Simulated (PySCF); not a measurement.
bromine (Br₂), singlet, geometry from GFN2-xTB; PySCF with WB97M-V/6-31G*.

PySCF was given this input:
```python
from pyscf import gto, scf, dft

mol = gto.Mole()
mol.atom = '''
    Br   -0.00000000   -0.00000000   -1.14062493
    Br    0.00000000    0.00000000    1.14062493
'''
mol.basis = '6-31g*'
mol.verbose = 4
mol.build()

mf = dft.RKS(mol)
mf.xc = 'wb97m_v'
mf.kernel()
```

It wrote (shortened):

```
PySCF version 2.14.0

[INPUT] verbose = 4
[INPUT] num. atoms = 2
[INPUT] num. electrons = 70
[INPUT] charge = 0
[INPUT] spin (= nelec alpha-beta = 2S) = 0
[INPUT] symmetry False subgroup None
[INPUT] Mole.unit = angstrom
[INPUT] Symbol           X                Y                Z      unit          X                Y                Z       unit  Magmom
[INPUT]  1 Br     0.000000000000   0.000000000000  -1.140624930000 AA    0.000000000000   0.000000000000  -2.155468728551 Bohr   0.0
[INPUT]  2 Br     0.000000000000   0.000000000000   1.140624930000 AA    0.000000000000   0.000000000000   2.155468728551 Bohr   0.0

nuclear repulsion = 284.160930700068
number of shells = 24
number of NR pGTOs = 190
number of NR cGTOs = 64
basis = 6-31g*
ecp = {}

******** <class 'pyscf.dft.rks.RKS'> ********
method = RKS
initial guess = minao
damping factor = 0
level_shift factor = 0
DIIS = <class 'pyscf.scf.diis.CDIIS'>
diis_start_cycle = 1
diis_space = 8
diis_damp = 0
SCF conv_tol = 1e-09
SCF conv_tol_grad = None
SCF max_cycles = 50
direct_scf = True
direct_scf_tol = 1e-13
XC library pyscf.dft.libxc version 7.1.2
    S. Lehtola, C. Steigemann, M. J. T. Oliveira, and M. A. L. Marques,  SoftwareX 7, 1–5 (2018)
XC functionals = wb97m_v
    N. Mardirossian and M. Head-Gordon,  J. Chem. Phys. 144, 214110 (2016)
radial grids:
    Treutler-Ahlrichs [JCP 102, 346 (1995); DOI:10.1063/1.469408] (M4) radial grids

becke partition: Becke, JCP 88, 2547 (1988); DOI:10.1063/1.454033
pruning grids: <function nwchem_prune>
grids dens level: 3
symmetrized grids: False
atomic radii adjust function: <function treutler_atomic_radii_adjust>
** Following is NLC and NLC Grids **
NLC functional = wb97m_v
radial grids:
    Treutler-Ahlrichs [JCP 102, 346 (1995); DOI:10.1063/1.469408] (M4) radial grids

becke partition: Becke, JCP 88, 2547 (1988); DOI:10.1063/1.454033
pruning grids: <function nwchem_prune>
grids dens level: 3
symmetrized grids: False
atomic radii adjust function: <function treutler_atomic_radii_adjust>
small_rho_cutoff = 0
Set gradient conv threshold to 3.16228e-05
Initial guess from minao.
tot grids = 40848
tot grids = 40848
init E= -5145.36860609192
  HOMO = -0.330793300240376  LUMO = -0.160932685573533  gap/eV = 4.62214
cycle= 1 E= -5147.3845708361  delta_E= -2.02  |g|= 0.217  |ddm|=  1.8
  HOMO = -0.393689170940183  LUMO = -0.0730498012775689  gap/eV = 8.72504
cycle= 2 E= -5147.39219707535  delta_E= -0.00763  |g|= 0.138  |ddm|= 0.306
  HOMO = -0.378022953866104  LUMO = -0.0543881814337981  gap/eV = 8.80655
cycle= 3 E= -5147.39546879051  delta_E= -0.00327  |g|= 0.0111  |ddm|= 0.122
  HOMO = -0.37808405855401  LUMO = -0.0534449043707994  gap/eV = 8.83388
cycle= 4 E= -5147.39549521313  delta_E= -2.64e-05  |g|= 0.00401  |ddm|= 0.0157
  HOMO = -0.378454508072805  LUMO = -0.0537675322939277  gap/eV = 8.83518
cycle= 5 E= -5147.39549893984  delta_E= -3.73e-06  |g|= 0.000551  |ddm|= 0.00433
  HOMO = -0.378475696945659  LUMO = -0.0537962903400837  gap/eV = 8.83498
cycle= 6 E= -5147.39549910056  delta_E= -1.61e-07  |g|= 4.52e-05  |ddm|= 0.00144
  HOMO = -0.378464650441527  LUMO = -0.0537872075873675  gap/eV = 8.83492
cycle= 7 E= -5147.39549910131  delta_E= -7.46e-10  |g|= 6.77e-06  |ddm|= 0.000105
  HOMO = -0.378467229646908  LUMO = -0.0537902453914603  gap/eV = 8.83491
Extra cycle  E= -5147.39549910132  delta_E= -6.37e-12  |g|= 4.47e-06  |ddm|= 1.17e-05
converged SCF energy = -5147.39549910132
```
